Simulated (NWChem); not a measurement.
# NWChem timings: triplet InSiH4F

InSiH4F has 7 atoms, charge 0, and is taken as a triplet. SMILES of the parent species: `[F][InH][SiH3]`. The coordinates come from a PBE0-D4/def2-TZVP relaxation. That shape belongs to the parent species and isn't relaxed for this state.

```xyz
7

F    -0.1960   -2.3400    1.2988
In   -0.7560   -1.1649   -0.1768
Si    0.5280    1.0431   -0.0286
H    -1.9378   -1.9659   -1.1253
H     1.9860    0.7659   -0.1088
H     0.2260    1.6960    1.2722
H     0.1498    1.9658   -1.1314
```

Program: NWChem 7.3.0. Hardware: 1 thread of Intel Xeon at 2.30GHz, shared host, so times are rough. Two-electron integrals are exact unless an approximation is named.

Estimate their order by wall time, quickest first.
A. energy of the doublet cation at UHF/3-21G
B. energy at UHF/STO-3G
C. energy at UM06-2X/def2-SVP (core potential), grid xfine

A (13 s), B (35 s), C (97 s).
